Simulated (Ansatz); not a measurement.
Gas-phase electronic energies from Ansatz, PBE0-D4/def2-TZVP geometries. CBS: MP2 limit from def2 TZ/QZ plus the TZ coupled-cluster correction, frozen cores. This one scheme is used for every species. DFT in def2-TZVPP. Elements past krypton have def2 core potentials. For Nb outer-core shells are correlated without core-valence functions, which leaves a few kJ/mol of doubt a bond. One conformer a species, not always the lowest.

Consider the ligand exchange at the Nb–N bond: `[NH]=[Nb]([NH2])([OH])[OH]` + H–F → `[NH]=[Nb]([OH])([OH])[F]` + NH₃.

```
         level  ΔE (kJ/mol)
     revPBE-D4        -92.5
MP2/def2-QZVPP        -79.2
```

What does CCSD(T)/CBS give? (Best estimate.)

The calculation gave: -82.5 kJ/mol. The listed levels differ from it by -10.0, 3.3 kJ/mol.

Largest T1 diagnostic among the species: 0.021, so the coupled-cluster value is less sure than usual.

The D4 term adds +6.5 kJ/mol with B3LYP and +3.6 kJ/mol with PBE0; it sums over pairs of atoms, weighted by their polarisabilities, and B3LYP, whose exchange is more repulsive, gets the larger term. From PBE to PBE0 (25 % exact exchange), in def2-TZVPP and without D4, ΔE moves by +4.0 kJ/mol.

B3LYP here is the variant with VWN-RPA as its local correlation; programs differ in this.
